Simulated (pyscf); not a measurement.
Single points on ωB97X-D3(BJ)/def2-SVP structures (PySCF, gas phase).

**Question.** What is the homolytic dissociation enthalpy (298 K, ωB97M-D3(BJ)/def2-TZVP) of the B–N bond of H₂N–Si(NH₂)(NH₂)–NH–B(Cl)–Cl (SMILES N[Si](N)(N)NB(Cl)Cl), to •HN–Si(NH₂)(NH₂)–NH₂ + [Cl–B–Cl]•?

**Answer.** B–N to •HN–Si(NH₂)(NH₂)–NH₂ + [Cl–B–Cl]•: 6.12 eV. The 7 functionals that were run give +5.65 (r²SCAN) to +6.12 eV (ωB97M-D3(BJ)/def2-TZVP). The radicals are drawn with the spin at the cut bond; how far it spreads was not checked. Other isomers of •HN–Si(NH₂)(NH₂)–NH₂ were not searched in full and may lie lower.
